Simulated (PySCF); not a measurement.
# Bond length, frequency and bond energy of NaCa⁺ by level of theory

State: ¹Σ⁺ (singlet), closed shell. Set-up: Na def2-SVP, Ca def2-SVP; no relativity (PySCF 2.14). De refers to Na⁺ + Ca in their ground configurations, without counterpoise correction. A positive dipole points towards Ca; it is taken about the centre of mass and depends on that origin.

```
      Level  Re (Å)  ωe (cm⁻¹)  De (eV)  μ (D)
    RHF-MP2   3.685        128     0.79    n/a
RHF-SCS-MP2   3.692        128     0.80    n/a
   RHF-CCSD   3.684        131     0.85    n/a
RHF-CCSD(T)   3.686        130     0.85    n/a
        PBE   3.543        136     1.06  -1.89
     revPBE   3.589        133     1.05  -1.89
     r²SCAN   3.601        135     0.95  -2.29
       PBE0   3.558        138     1.01  -1.92
    r²SCAN0   3.593        136     0.93  -2.26
        M06   3.662        115     0.83  -4.04
      ωB97X   3.589        134     0.80  -2.78
```

Which functional lies closest to RHF-CCSD(T) in De, which farthest, and by how much do they differ from it?

Closest is M06 (-2.4 pm in Re, -11.5 % in ωe, -0.02 eV in De against RHF-CCSD(T) in the same basis), farthest PBE (-14.3 pm in Re, +4.6 % in ωe, +0.21 eV in De). CCSD(T) converges more slowly with the basis than the functionals do and binds too weakly in this one, so the order can change at the basis-set limit.

What does the step from GGA to meta-GGA do here, going from PBE to r²SCAN?

r²SCAN less PBE: +5.8 pm in Re, -0.7 % in ωe, -0.11 eV in De. 

Correlated steps freeze 6 core orbitals. Closed-shell solutions of metal pairs were not tested for spin polarisation, which can lower them a little. Correlated levels converge slowly with the basis: in double zeta they bind strong bonds too weakly, by up to about 1 eV, and carry superposition errors of some tenths. For an ion De counts to the pair picked by the measured ionisation energies or electron affinities, which need not be the lowest pair at this level.
